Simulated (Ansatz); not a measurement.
Relaxation of Ge₂Te₃⁻ with UKS PBE-D4/def2-SVPD.

```sh
$ ansatz run in.yaml --threads 4 --pin off --events-out ev --progress --plain --max-ram 4787MiB
```

```yaml
crystal:
  periodic: [false, false, false]
  atoms:
    - {symbol: Ge, position_ang: [0.807410, -1.150860, 0.581230]}
    - {symbol: Ge, position_ang: [0.249540, 2.259030, -1.357510]}
    - {symbol: Te, position_ang: [-0.987440, -1.321570, -1.218880]}
    - {symbol: Te, position_ang: [1.484690, 1.376880, 0.527440]}
    - {symbol: Te, position_ang: [-1.554210, -1.163470, 1.467730]}
basis:
  gaussian: {orbitals: def2-SVPD}
total_charge: -1
magnetization: {spin_polarized: true, initial_magnetization: 1}
hamiltonian: {xc: pbe, dispersion: d4}
scf: {lower_state_search: "off"}
output: {orbitals: {seedname: orbitals}}
relax: {f_tol: 0.02, max_steps: 100}
```

It took 57 s on 4 threads of Arm Neoverse V1 on a shared host.

Positions (Å) and forces (eV/Å) at steps 1, 2, 3, 4, 5, 6, 7, 8, 9, 10, 11 of 11:

```xyz
5
step=1 energy=-134889.6800 eV
Ge    0.807   -1.151    0.581    2.313   -1.348    0.421
Ge    0.250    2.259   -1.358   -0.537    0.440   -1.053
Te   -0.987   -1.322   -1.219   -0.943    0.032   -1.289
Te    1.485    1.377    0.527    0.788    0.894    0.953
Te   -1.554   -1.163    1.468   -1.621   -0.018    0.968
5
step=2 energy=-134890.1116 eV
Ge    0.940   -1.291    0.612   -0.316    0.061   -0.107
Ge    0.235    2.304   -1.435    0.094   -0.286    0.002
Te   -1.050   -1.314   -1.293    0.041    0.309    0.635
Te    1.530    1.484    0.580   -0.153    0.046   -0.022
Te   -1.654   -1.182    1.536    0.334   -0.129   -0.508
5
step=3 energy=-134890.3271 eV
Ge    0.966   -1.296    0.580   -0.251    0.281    0.026
Ge    0.248    2.123   -1.498   -0.189   -0.633   -0.176
Te   -1.061   -1.121   -1.264    0.178    0.662   -0.055
Te    1.452    1.506    0.651    0.041   -0.128    0.186
Te   -1.605   -1.212    1.531    0.221   -0.182    0.019
5
step=4 energy=-134890.6774 eV
Ge    0.968   -1.259    0.578   -0.313    0.263    0.071
Ge    0.215    1.932   -1.523   -0.405   -0.853   -0.087
Te   -1.041   -0.936   -1.277    0.401    0.864   -0.373
Te    1.450    1.519    0.685    0.152   -0.114    0.151
Te   -1.591   -1.257    1.536    0.165   -0.160    0.238
5
step=5 energy=-134891.0254 eV
Ge    0.947   -1.218    0.591   -0.252    0.052    0.039
Ge    0.143    1.752   -1.528   -0.132   -0.367    0.133
Te   -0.984   -0.759   -1.319    0.261    0.368   -0.421
Te    1.471    1.510    0.704    0.075    0.069   -0.080
Te   -1.577   -1.285    1.551    0.048   -0.123    0.328
5
step=6 energy=-134891.0340 eV
Ge    0.837   -1.100    0.614    0.080   -0.289    0.091
Ge    0.067    1.627   -1.429    0.408    0.803   -0.056
Te   -0.931   -0.727   -1.445   -0.276   -0.554   -0.178
Te    1.651    1.573    0.666   -0.272    0.001   -0.069
Te   -1.624   -1.373    1.594    0.061    0.040    0.211
5
step=7 energy=-134891.1238 eV
Ge    0.848   -1.185    0.627   -0.065   -0.129   -0.014
Ge    0.121    1.732   -1.524    0.169    0.022    0.137
Te   -0.908   -0.695   -1.434   -0.100   -0.086   -0.150
Te    1.525    1.519    0.664   -0.082    0.174   -0.057
Te   -1.586   -1.370    1.667    0.078    0.019    0.084
5
step=8 energy=-134891.1473 eV
Ge    0.791   -1.175    0.564    0.062   -0.058    0.149
Ge    0.206    1.698   -1.523   -0.023    0.060   -0.162
Te   -0.933   -0.693   -1.496   -0.133    0.011   -0.120
Te    1.480    1.563    0.698    0.025   -0.017    0.137
Te   -1.544   -1.392    1.758    0.069    0.004   -0.004
5
step=9 energy=-134891.1540 eV
Ge    0.793   -1.189    0.559   -0.032    0.040    0.054
Ge    0.237    1.697   -1.550   -0.017   -0.020   -0.032
Te   -0.953   -0.680   -1.513   -0.004    0.035   -0.012
Te    1.443    1.564    0.721    0.007   -0.041    0.014
Te   -1.520   -1.392    1.784    0.046   -0.015   -0.023
5
step=10 energy=-134891.1550 eV
Ge    0.785   -1.183    0.567   -0.025    0.020    0.006
Ge    0.245    1.699   -1.561   -0.005   -0.016   -0.012
Te   -0.954   -0.668   -1.519    0.004    0.012    0.013
Te    1.442    1.562    0.717    0.001   -0.013    0.010
Te   -1.518   -1.409    1.796    0.024   -0.003   -0.017
5
step=11 energy=-134891.1553 eV
Ge    0.782   -1.177    0.567   -0.001    0.000   -0.009
Ge    0.253    1.694   -1.567   -0.002   -0.008    0.000
Te   -0.959   -0.664   -1.517    0.007    0.006    0.005
Te    1.437    1.562    0.720    0.002    0.005    0.000
Te   -1.514   -1.415    1.797   -0.006   -0.003    0.004
```

In the def2 sets Te takes a core potential; there is no spin–orbit coupling. The relaxation made no stability test and no search for a lower SCF solution. Another isomer (doublet) lies 0.70 eV lower at PBE0-D4/def2-TZVPD; other spin states weren't run for this one.
